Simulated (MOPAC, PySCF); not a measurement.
[Hf(Br)2(H)2], neutral singlet in the gas phase. 

Cartesian coordinates (Å):
```xyz
5

Hf    -0.0397    -0.0865    -0.0363
Br    -0.7244    -2.0336     1.3562
Br    -0.6451    -0.1874    -2.4490
H     -0.7987     1.4278     0.6810
H      1.7868     0.0913     0.0882
```
Charge 0, multiplicity 1.

All levels are single points at this geometry (TPSS-D3(BJ)/def2-SVP); Pople sets use spherical d functions. Orbital energies aren't observables, and empty levels follow the basis.

PM6 in MOPAC gives HOMO (eV) = -11.45.

Estimate the HOMO (eV) from each of these levels: TPSSh-D3(BJ)/def2-TZVP in PySCF; B3LYP/6-311+G** (LANL2DZ on Br, Hf) in PySCF; B3LYP/6-31G* (LANL2DZ on Hf) in PySCF; HF/6-31G* (LANL2DZ on Hf) in PySCF; PM7 in MOPAC.


```json
[
 {"level": "TPSSh-D3(BJ)/def2-TZVP in PySCF", "HOMO (eV)": "-8.18"},
 {"level": "B3LYP/6-311+G** (LANL2DZ on Br, Hf) in PySCF", "HOMO (eV)": "-8.89"},
 {"level": "B3LYP/6-31G* (LANL2DZ on Hf) in PySCF", "HOMO (eV)": "-8.82"},
 {"level": "HF/6-31G* (LANL2DZ on Hf) in PySCF", "HOMO (eV)": "-12.01"},
 {"level": "PM7 in MOPAC", "HOMO (eV)": "-10.50"}
]
```
